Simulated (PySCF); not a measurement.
BH3O2S. Atoms are numbered in the order given.

```xyz
7

B     -0.0015     0.4523     0.0000
O     -1.1949     1.1130     0.0000
H     -1.1393     2.0756     0.0000
O      1.2318     1.0404     0.0000
H      1.2296     2.0054     0.0000
S     -0.1009    -1.3756     0.0000
H      1.2376    -1.5611     0.0000
```
Charge 0, spin multiplicity 1.

Geometry optimised at B3LYP-D3(BJ)/def2-SVP. The values are those of a single conformer.

Method: PBE0/pcSseg-1 (PySCF).

GIAO shieldings, no solvent; atoms listed in one row are averaged. δ = σ(ref) − σ: ¹¹B against BF3 (σ = 88.8 ppm); ¹⁷O against H2O (σ = 334.2 ppm); ¹H against TMS (σ = 31.56 ppm); ³³S against H2S (σ = 716.7 ppm), references at their B3LYP-D3(BJ)/def2-TZVP geometries, non-relativistic.

Computed chemical shifts:
```
nucleus   atoms  count  δ (ppm)
-------  ------  -----  -------
¹¹B          B1      1     19.1
¹⁷O          O4      1    118.7
¹⁷O          O2      1    116.2
¹H       H3, H5      2     3.35
¹H           H7      1     1.67
³³S          S6      1     44.1
```
